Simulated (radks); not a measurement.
Question: All-electron atom: the potassium ion K10+ in [He] 2s2 2p5. All-electron calculation, scalar-relativistic Kohn-Sham, PBE, spin-polarised, spherical densities, finite nucleus; open shells are filled with parallel spins first; Fermi nuclear charge, rms radius 3.4349 fm. Program: a radial shooting solver on a logarithmic mesh with Libxc functionals. Some entries of the table are withheld. Estimate them.

| orbital | occ. | eigenvalue (eV) | <r> (bohr) | r(max) (bohr) |
|---|---|---|---|---|
| 1s up | 1 | -3814.360 | (1) | 0.05300 |
| 1s down | 1 | -3811.697 | (2) | 0.05299 |
| 2s up | 1 | -608.5328 | 0.3741 | (3) |
| 2s down | 1 | -603.7425 | 0.3753 | (4) |
| 2p up | 3 | -540.8199 | 0.3332 | 0.2549 |
| 2p down | 2 | -535.2655 | 0.3346 | 0.2557 |

Answer: 
(1) 1s up <r> (bohr): 0.08096
(2) 1s down <r> (bohr): 0.08091
(3) 2s up r(max) (bohr): 0.3119
(4) 2s down r(max) (bohr): 0.3124
